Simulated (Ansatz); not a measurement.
Cost and result for the atomization energy of CH₈BNSi₂ (`C[SiH2]B1N[SiH2]1`) (13 atoms, 13 bonds).

Z-matrix (Å, degrees):
```
C
Si 1 1.879
H 1 1.093 2 110.8
H 1 1.092 2 111.0 3 -120.0
H 1 1.093 2 110.8 3 120.0
B 2 1.995 1 113.9 3 -60.0
H 2 1.492 1 109.6 3 61.5
H 2 1.492 1 109.6 3 178.5
Si 6 1.943 2 159.1 1 180.0
N 6 1.380 2 140.0 1 -0.0
H 9 1.485 6 125.0 2 -90.0
H 9 1.485 6 125.0 2 89.9
H 10 1.009 6 136.7 2 -0.0
```

Charge 0, multiplicity 1. All single points use the PBE0-D4/def2-TZVP geometry. It is one conformer, not always the lowest. Program: Ansatz. All runs use 4 threads of an Arm Neoverse V1 on a shared host. Times are those of one run each, without the atoms' runs, and a repeat can differ threefold. Electronic energies, without spin–orbit coupling; frozen cores. CCSD(T)/CBS adds CCSD(T) − MP2 in def2-TZVPP to the MP2 limit, and its time is that of the two runs behind it. T1 = 0.014. B3LYP takes the VWN-RPA correlation (the form of Gaussian; ORCA's B3LYP/G).

CCSD(T)/CBS is a level of theory with its own doubt, some kJ/mol a heavy atom from the limit and from the frozen cores, so smaller differences don't rank the functionals.

```csv
level,functions,wall time,atomization (kcal/mol),difference from CCSD(T)/CBS,per bond
PBE-D4/def2-TZVPP (with forces),289,3.2 s,1088.5,14.9,1.1
PBE0-D4/def2-TZVPP,289,4 s,1076.6,3.0,0.2
r2SCAN-D4/def2-TZVPP (with forces),289,6.5 s,1079.4,5.8,0.4
B3LYP-D4/def2-TZVPP (with forces),289,6.5 s,1078.6,5.0,0.4
B2PLYP/def2-TZVPP,289,7.5 s,1064.1,-9.5,-0.7
ωB97X-V/def2-TZVPP,289,11 s,1083.2,9.6,0.7
ωB97M-V/def2-TZVPP (with forces),289,15 s,1080.3,6.7,0.5
MP2/def2-QZVPP,551,39 s,1069.5,-4.1,-0.3
CCSD(T)/def2-TZVPP,289,3.6 min,1045.3,-28.3,-2.2
CCSD(T)/CBS(def2),–,4.3 min,1073.6,0.0,0.0
```

In def2-TZVPP, CCSD(T) changes the Hartree–Fock value by +250.1 kcal/mol (the triples alone add +14.3 kcal/mol) and MP2 by +257.5 kcal/mol; breaking electron pairs costs correlation energy, which Hartree–Fock lacks. The D4 term adds +10.5 kcal/mol with B3LYP and +5.5 kcal/mol with PBE0; it sums over pairs of atoms, weighted by their polarisabilities, and B3LYP, whose exchange is more repulsive, gets the larger term. From PBE to PBE0 (25 % exact exchange), in def2-TZVPP and without D4, the atomization energy moves by −11.0 kcal/mol: exact exchange takes away binding that semilocal exchange gives to molecules.
